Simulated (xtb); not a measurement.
Job for xtb: GFN1-xTB on O2-, 2S+1 = 2, a spin state set in the input, which need not be the lowest, a point of a bond scan (R = 1.408 Å). Charge -1.

```
$ xtb mol.xyz --gfn 1 --sp --chrg -1 --uhf 1
2

O      0.00000000     0.00000000     0.00000000
O      0.00000000     0.00000000     1.40818100
```

Output:

```
[...]
           -------------------------------------------------
          |                Calculation Setup                |
           -------------------------------------------------



           -------------------------------------------------
          |                 G F N 1 - x T B                 |
           -------------------------------------------------

        Reference                      10.1021/acs.jctc.7b00118
      * Hamiltonian:
        H0-scaling (s, p, d)           1.850000    2.250000    2.000000
        zeta-weighting                 0.000000
      * Dispersion:
        s8                             2.400000
        a1                             0.630000
        a2                             5.000000
        s9                             0.000000
      * Repulsion:
        kExp                           1.500000
        rExp                           1.000000
      * Coulomb:
        alpha                          2.000000
        third order                    atomic
        anisotropic                    false
      * Halogen bond correction:
        rad-scale                      1.300000
        damping                        0.440000


          ...................................................
          :                      SETUP                      :
          :.................................................:
          :  # basis functions                   8          :
          :  # atomic orbitals                   8          :
          :  # shells                            4          :
          :  # electrons                        13          :
          :  # halogen bonds                     0          :
          :  max. iterations                   250          :
          :  Hamiltonian                  GFN1-xTB          :
          :  restarted?                      false          :
          :  GBSA solvation                  false          :
          :  PC potential                    false          :
          :  electronic temp.          300.0000000     K    :
          :  accuracy                    1.0000000          :
          :  -> integral cutoff          0.2500000E+02      :
          :  -> integral neglect         0.1000000E-07      :
          :  -> SCF convergence          0.1000000E-05 Eh   :
          :  -> wf. convergence          0.2000000E-04 e    :
          :  Broyden damping             0.4000000          :
          :  net charge                         -1          :
          :  unpaired electrons                  1          :
          ...................................................

 iter      E             dE          RMSdq      gap      omega  full diag
   1     -9.4172574 -0.941726E+01  0.437E+00    9.70       0.0  T
   2     -9.4172574 -0.451673E-08  0.262E+00    9.70       1.0  T
   3     -9.4172574 -0.253925E-08  0.157E-04    9.70     449.2  T
   4     -9.4172574  0.000000E+00  0.369E-12    9.70  100000.0  T

   *** convergence criteria satisfied after 4 iterations ***

         #    Occupation            Energy/Eh            Energy/eV
      -------------------------------------------------------------
         1        2.0000           -0.4824675             -13.1286
         2        2.0000           -0.3863162             -10.5122
         3        2.0000           -0.2715355              -7.3889
         4        2.0000           -0.2564677              -6.9788
         5        2.0000           -0.2564677              -6.9788
         6        1.5000           -0.1107047              -3.0124
         7        1.5000           -0.1107047              -3.0124 (HOMO)
         8                          0.2457320               6.6867 (LUMO)
      -------------------------------------------------------------
                  HL-Gap            0.3564367 Eh            9.6991 eV
             Fermi-level           -0.0215955 Eh           -0.5876 eV

 SCC (total)                   0 d,  0 h,  0 min,  0.001 sec
 SCC setup                      ...        0 min,  0.000 sec (  5.622%)
 Dispersion                     ...        0 min,  0.000 sec (  1.801%)
 classical contributions        ...        0 min,  0.000 sec (  1.221%)
 integral evaluation            ...        0 min,  0.000 sec ( 16.308%)
 iterations                     ...        0 min,  0.001 sec ( 51.417%)
 molecular gradient             ...        0 min,  0.000 sec ( 15.537%)
 printout                       ...        0 min,  0.000 sec (  6.973%)

         :::::::::::::::::::::::::::::::::::::::::::::::::::::
         ::                     SUMMARY                     ::
         :::::::::::::::::::::::::::::::::::::::::::::::::::::
         :: total energy              -9.415683284440 Eh    ::
         :: gradient norm              0.064055001754 Eh/a0 ::
         :: HOMO-LUMO gap              9.699136891554 eV    ::
         ::.................................................::
         :: SCC energy                -9.417257393580 Eh    ::
         :: -> electrostatic           0.232985339402 Eh    ::
         :: repulsion energy           0.001673762163 Eh    ::
         :: dispersion energy         -0.000099653023 Eh    ::
         :: halogen bond corr.         0.000000000000 Eh    ::
         :: add. restraining           0.000000000000 Eh    ::
         :: total charge              -1.000000000000 e     ::
         :::::::::::::::::::::::::::::::::::::::::::::::::::::

           -------------------------------------------------
          |                Property Printout                |
           -------------------------------------------------

    * Orbital Energies and Occupations

         #    Occupation            Energy/Eh            Energy/eV
      -------------------------------------------------------------
         1        2.0000           -0.4824675             -13.1286
         2        2.0000           -0.3863162             -10.5122
         3        2.0000           -0.2715355              -7.3889
         4        2.0000           -0.2564677              -6.9788
         5        2.0000           -0.2564677              -6.9788
         6        1.5000           -0.1107047              -3.0124
         7        1.5000           -0.1107047              -3.0124 (HOMO)
         8                          0.2457320               6.6867 (LUMO)
      -------------------------------------------------------------
                  HL-Gap            0.3564367 Eh            9.6991 eV
             Fermi-level           -0.0215955 Eh           -0.5876 eV

  Mulliken/CM5 charges         n(s)   n(p)   n(d)
     1O    -0.50000 -0.50000   1.858  4.642  0.000
     2O    -0.50000 -0.50000   1.858  4.642  0.000

Wiberg/Mayer (AO) data.
largest (>0.10) Wiberg bond orders for each atom

 ---------------------------------------------------------------------------
     #   Z sym  total        # sym  WBO       # sym  WBO       # sym  WBO
 ---------------------------------------------------------------------------
     1   8 O    1.250 --     2 O    1.250
     2   8 O    1.250 --     1 O    1.250
 ---------------------------------------------------------------------------

Topologies differ in total number of bonds
Writing topology from bond orders to xtbtopo.mol

 dipole moment from electron density (au)
     X       Y       Z
   0.0000  -0.0000  -1.3305  total (Debye):    3.382


           -------------------------------------------------
          | TOTAL ENERGY               -9.415683284440 Eh   |
          | GRADIENT NORM               0.064055001754 Eh/α |
          | HOMO-LUMO GAP               9.699136891554 eV   |
           -------------------------------------------------

------------------------------------------------------------------------
Note: The following floating-point exceptions are signalling: IEEE_DENORMAL
normal termination of xtb
------------------------------------------------------------------------
 total:
 SCF:
```

The run finished.

Cost: about 0.03 core-seconds (a rough figure).
